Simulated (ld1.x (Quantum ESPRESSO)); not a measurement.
# Pseudopotential generation for palladium (Pd): TM, LDA (PZ), fully relativistic.

```
Element                 : palladium (Pd)
Generator               : ld1.x (Quantum ESPRESSO) 7.5
Type                    : norm-conserving Troullier–Martins (Kleinman–Bylander form)
Functional              : LDA (PZ)
Relativity              : fully relativistic
Frozen core             : [Kr]
Valence charge          : 10
Reference configuration : 4d10 5s0 5p0
Partial waves           : 5s (bound, empty): rc 2.55 bohr; 4d (bound): rc 1.55 bohr; 4f channel at 0.3 Ry: rc 3.20 bohr; 5p (bound, empty): rc 3.40 bohr
Local potential         : the p channel
Core correction         : a·sin(br)/r model core inside 1.60 bohr
```

Open shells are filled in proportion to 2j + 1 (rel_dist='average').

All-electron outer shells of the reference configuration (LDA (PZ), scalar-relativistic, ld1.x):

```tsv
shell	level (eV)	outermost node (bohr)	outermost maximum (bohr)
4s	-85.44	0.45	0.85
4p	-51.36	0.46	0.91
4d	-4.31	0.45	1.10
5s	-3.62	1.15	2.64
5p	-0.36	1.31	4.09
```

Results:

| Item | Value |
| --- | --- |
| Cutoffs needed | 70 Ry and 100 Ry (the cutoffs (Ry, on a coarse ladder) from which the occupation-weighted sum of valence levels, in a spherical-Bessel basis at the reference potential, stays within 10 and 1 mRy of its value at 400 Ry) |
| Ghost test | no extra level below or beside the all-electron valence levels (s, d3/2, d5/2, f5/2, f7/2, p1/2, p3/2 tested) (spherical-Bessel basis up to 400 Ry, 20 bohr box) |
| Largest excitation error | -1681 meV (all-electron minus pseudo) for 4d7 5s0 5p0, out of 7 test configurations |

Generation and tests took about 1.8 s on one core of a shared server CPU.
